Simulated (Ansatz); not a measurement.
```yaml
crystal:
  periodic: [false, false, false]
  atoms:
    - {symbol: S, position_ang: [-2.312098, 1.066896, -0.118950]}
    - {symbol: Si, position_ang: [-0.259430, 0.734759, 0.318921]}
    - {symbol: Si, position_ang: [0.377756, -1.431381, 0.401501]}
    - {symbol: P, position_ang: [0.961769, -0.138791, -1.390171]}
    - {symbol: H, position_ang: [-2.097696, 2.057679, -1.003863]}
    - {symbol: H, position_ang: [0.400122, 1.793761, 1.118053]}
    - {symbol: H, position_ang: [1.479061, -1.894208, 1.276483]}
    - {symbol: H, position_ang: [-0.615391, -2.484847, 0.093013]}
    - {symbol: H, position_ang: [2.154609, 0.249932, -0.711888]}
basis:
  gaussian: {orbitals: def2-TZVPD}
hamiltonian: {xc: {name: BLYP}}
output: {forces: true}
```

```sh
$ ansatz run in.yaml --threads 2 --pin off --events-out ev --progress --plain --max-ram 4352MiB
```

It prints (some lines left out):

```
Functional definition: BLYP
1373 factors; their error is unknown
mean field evaluation 1: about -35958.9296 eV, gradient 2.8e1 eV
mean field evaluation 2: about -35957.9434 eV, gradient 3.5e1 eV
mean field evaluation 4: about -35961.7915 eV, gradient 2.9e0 eV
mean field evaluation 8: about -35961.7906 eV, gradient 1.4e-1 eV
mean field evaluation 16: about -35961.7906 eV, gradient 4.9e-5 eV
mean field -35961.79063524 eV, -1321.5714300680 hartree, gradient 4.9e-5 eV, S^2 0.000000; 0 other end points of the search recorded, 0 dependent functions left out
reference -35961.79106338 eV, -1321.5714458016 hartree; 32, 32 occupied and 188, 188 virtual orbitals, 1373 factors
Total energy: -35961.79106338 eV, -1321.5714458016 hartree
Atom 0 at    -2.312098     1.066896    -0.118950 Å, force    -0.516100    -0.073051     0.085823 eV/Å
Atom 1 at    -0.259430     0.734759     0.318921 Å, force     0.133774     0.188187     0.303779 eV/Å
Atom 2 at     0.377756    -1.431381     0.401501 Å, force    -0.022964    -0.342095     0.254077 eV/Å
Atom 3 at     0.961769    -0.138791    -1.390171 Å, force     0.201624     0.019990    -0.583803 eV/Å
Atom 4 at    -2.097696     2.057679    -1.003863 Å, force    -0.010873     0.216900    -0.192803 eV/Å
Atom 5 at     0.400122     1.793761     1.118053 Å, force     0.040879     0.071812     0.063037 eV/Å
Atom 6 at     1.479061    -1.894208     1.276483 Å, force     0.046216    -0.052644     0.053195 eV/Å
Atom 7 at    -0.615391    -2.484847     0.093013 Å, force    -0.037528    -0.074797    -0.002764 eV/Å
Atom 8 at     2.154609     0.249932    -0.711888 Å, force     0.164972     0.045698     0.019458 eV/Å
Dipole moment:     0.123967     0.070617     0.096976 e Å
```

It took 2.9 s on 2 threads of an Intel Xeon 6975P-C on a shared host, with 0.43 GiB of host memory at the peak.
